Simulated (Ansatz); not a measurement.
`N[SiH2]C(F)[TeH]` + `CC(=N)S` → `N=C(S)[TeH]` + `CC(F)[SiH2]N`  (formal exchange of groups at a Te–C bond)

Gas-phase electronic energies from Ansatz, PBE0-D4/def2-TZVP geometries. CCSD(T)/CBS adds triple-zeta CCSD(T) − MP2 to the extrapolated MP2 energy (def2 sets, frozen cores). Functionals use def2-TZVPP. B3LYP here is the variant with VWN-RPA as its local correlation; programs differ in this. Elements past krypton have def2 core potentials. For Te outer-core shells are correlated without core-valence functions, which leaves a few kJ/mol of doubt a bond. One conformer a species, not always the lowest.

```json
{"level": "r2SCAN-D4", "ΔE (eV)": "0.20"}
{"level": "ωB97X-V", "ΔE (eV)": "0.19"}
{"level": "ωB97M-V", "ΔE (eV)": "0.20"}
{"level": "PBE0", "ΔE (eV)": "0.20"}
{"level": "B3LYP", "ΔE (eV)": "0.15"}
{"level": "HF/def2-TZVPP", "ΔE (eV)": "0.16"}
{"level": "SCS-MP2/def2-TZVPP", "ΔE (eV)": "0.17"}
{"level": "MP2/def2-QZVPP", "ΔE (eV)": "0.19"}
```

Q: What does CCSD(T)/CBS give? (Best estimate.)

A: Computed: +0.21 eV. The listed levels differ from it by -0.01, -0.02, -0.01, -0.01, -0.06, -0.05, -0.04, -0.02 eV.

Largest T1 diagnostic among the species: 0.013.
